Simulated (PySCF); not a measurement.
# One molecule, several mistakes: Al2H3O2

All numbers below are calculated, not measured. The program is PySCF 2.14.0, an open-source quantum chemistry code, run on an isolated molecule that a program drew, which may never have been made. The molecule is Al2H3O2 (charge 0, doublet), drawn as the SMILES string `[OH][Al][O][AlH2]`.

Each row is a Hartree-Fock (HF) and frozen-core CCSD(T) single point in the cc-pV(D+d)Z basis, meant for a local HF minimum. Run 1 is clean. Each other run has one planted mistake out of seven kinds, and not every kind appears here: one electron removed, one electron added, multiplicity raised by two, geometry at a saddle point, minimal basis STO-3G, one bond length entered in bohr, all coordinates scaled. The reference is restricted for singlets and unrestricted otherwise, and also for a bond in bohr. Adding or removing an electron swaps singlet and doublet. Electrons count all cores. HOMO and LUMO are orbital energies over both spins, the gradient is its largest component, and the lowest frequency (negative if imaginary) is given only where the gradient is small. Bond lengths are over the 6 bonds as drawn. T1 is the CCSD diagnostic: over 0.02 (restricted) or 0.045 (unrestricted) a single reference is doubtful.

Geometry of the clean run:
```xyz
7
Al2H3O2, angstrom
O     1.3656    2.6119   -1.5783
Al    1.7244    0.9581   -1.5921
O     0.6824   -0.1616   -0.8867
Al   -0.2683   -1.3781   -0.2212
H     0.6126    3.0436   -1.2081
H    -1.3699   -2.0662   -1.1152
H    -0.0376   -1.7963    1.2816
```

| run | electrons | basis functions | <S^2> | HOMO (eV) | LUMO (eV) | gradient (hartree/bohr) | lowest frequency (cm^-1) | mean bond (Å) | longest bond (Å) | T1 | HF (hartree) | CCSD(T) (hartree) | mistake |
|---|---|---|---|---|---|---|---|---|---|---|---|---|---|
| 1 | 45 | 89 | 0.752 | -8.67 | 1.19 | 1.5e-05 | 44 | 1.5259 | 1.692 | 0.0171 | -635.45819 | -635.97165 | no fault |
| 2 | 45 | 31 | 0.754 | -4.48 | 7.54 | 5.1e-02 | - | 1.5259 | 1.692 | 0.0239 | -627.48581 | -627.64522 | minimal basis STO-3G |
| 3 | 44 | 89 | 0.000 | -15.03 | -7.45 | 7.4e-02 | - | 1.5259 | 1.692 | 0.0196 | -635.16150 | -635.67543 | one electron removed |
| 4 | 45 | 89 | 0.753 | -8.52 | 1.17 | 4.9e-05 | -70 | 1.5254 | 1.694 | 0.0177 | -635.45714 | -635.97137 | geometry at a saddle point |
| 5 | 45 | 89 | 3.765 | -5.11 | -3.12 | 4.5e-02 | - | 1.5259 | 1.692 | 0.0542 | -635.24482 | -635.76362 | ? |
| 6 | 45 | 89 | 0.752 | -9.01 | 0.84 | 4.3e-02 | - | 1.6174 | 1.794 | 0.0197 | -635.43568 | -635.95925 | ? |

**Which mistake was planted in run 5, and what did it cost?**

Electrons, basis and geometry are unchanged, and <S^2> is 3.765, beside S(S+1) = 3.75 for a multiplicity of 4. So the mistake is: multiplicity raised by two. Subtracting run 1 and multiplying by 627.51 kcal/mol a hartree, the energy moved by 133.9 kcal/mol in HF and 130.5 kcal/mol in CCSD(T).

**Which mistake was planted in run 6, and what did it cost?**

The mean and the longest bond both change by the same factor, 1.060, and the gradient is no longer small. So the mistake is: all coordinates scaled. Subtracting run 1 and multiplying by 627.51 kcal/mol a hartree, the energy moved by 14.1 kcal/mol in HF and 7.8 kcal/mol in CCSD(T).

Cautions from the logs. Run 5: T1 is over the limit, so its CCSD(T) energy is less reliable.
